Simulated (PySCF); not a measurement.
Isomers of C3H11F2NSi2, one GFN2-xTB conformer each. Single-point energies are computed at PBE0/pcSseg-1 (PySCF, gas phase, no added dispersion term), electronic only.

Question: Rank them by PBE0/pcSseg-1 energy, lowest first (kcal/mol).
A. `[CH3:1][CH2:2][Si@H:3]([F:4])[NH:5][SiH2:6][CH2:7][F:8]` with C1–C2–Si3–F4 175°, C2–Si3–N5–Si6 117°, Si3–N5–Si6–C7 173°, N5–Si6–C7–F8 44°
B. `[CH3:1][NH:2][CH2:3][C@@H:4]([SiH3:5])[SiH:6]([F:7])[F:8]` with C1–N2–C3–C4 163°, N2–C3–C4–Si5 -156°, C3–C4–Si6–F7 87°

Answer: B (0.0), A (6.6).

GFN2-xTB itself gives, in the same order: 0.0, 10.0. Both levels put the same isomer lowest.

Question: Which frontier levels, dipoles and rotational constants go with these structures?

Answer: 
```
                    SMILES  HOMO (eV, PBE0/pcSseg-1)  LUMO (eV)  dipole (D)       A, B, C (MHz)
CNC[C@@H]([SiH3])[SiH](F)F                     -7.44       0.60        4.38   1486, 1149, 710.8
      CC[Si@H](F)N[SiH2]CF                     -7.45       0.49        1.01  1959, 726.4, 563.1
```
